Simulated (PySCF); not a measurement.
Relaxation of singlet GeF4

Method: B3LYP in PySCF with Ge def2-TZVP, F def2-TZVP; no relativity; density-fitted integrals. A (50,194) grid was used.

A hand-made tetrahedral start, of Td symmetry, held to at least that symmetry:

```xyz
5
charge 0 multiplicity 1, angstrom
Ge    0.0000    0.0000    0.0000
F     1.5105    0.0000    1.0681
F    -1.5105    0.0000    1.0681
F     0.0000    1.5105   -1.0681
F     0.0000   -1.5105   -1.0681
```

Optimiser trace:
```
step  E − E(last) (kJ/mol)  largest gradient (Eh/bohr)
   0                113.65                     0.05447
   1                  0.97                     0.00654
   2                  0.29                     0.00369
   3                  0.00                     0.00013
   4                  0.00                     0.00000
```

It ends at Td with Ge–F 1.702 Å (×4); F–Ge–F 109.5° (×6). A frequency run shows a minimum.
